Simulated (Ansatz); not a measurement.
```tsv
atom	x (Å)	y (Å)	z (Å)
Au	0.0000	0.0000	0.0000
F	0.0000	0.0000	3.5512
```

Basis set: pcseg-2 on F; def2-TZVPP on Au (spherical functions, with the set's core potentials past Kr). Some runs use density fitting. Charge 0, multiplicity 5.

Computed with Ansatz (development build ahead of 0.2.0); each method stands on the lowest determinant of its kind that the runs found. Restricted functionals stand beside restricted open-shell atoms, which can lie above the unrestricted atoms usual in DFT and then raise those values.

Question: Give the atomization energy at this shape (free ground-state atoms in the same class of orbitals less the molecule, no zero-point energy) of quintet AuF by PBE0 (unrestricted), PBE0 (restricted open-shell).

Answer:

```csv
method,atomization energy
PBE0 (unrestricted),-638.0 kJ/mol
PBE0 (restricted open-shell),-640.3 kJ/mol
```

Caution: another spin multiplicity may lie lower; the molecule lies well above its atoms at this level.

The shape needn't be a minimum at these levels.
